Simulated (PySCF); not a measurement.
**Electron correlation in Ne (neon, neutral)**

[Ne], closed-shell 1S. All numbers are calculated (PySCF 2.14, the spin-free X2C one-electron Hamiltonian (Gaussian nucleus), in ANO-RCC-VTZP (4s3p2d1f, 30 functions)). Frozen: nothing; 10 electrons correlated.

| level | correlation energy (mhartree) |
| --- | --- |
| CCSD | -283.36 |
| (T) | -4.84 |
| CCSD(T) | -288.20 |
| CCSDT | -288.23 |

Diagnostics: T1 = 0.0053, D1 = 0.0092, largest double amplitude 0.035.

Q: Is a single reference adequate?

A: Yes: T1 lies below 0.03 and no double amplitude reaches 0.07.
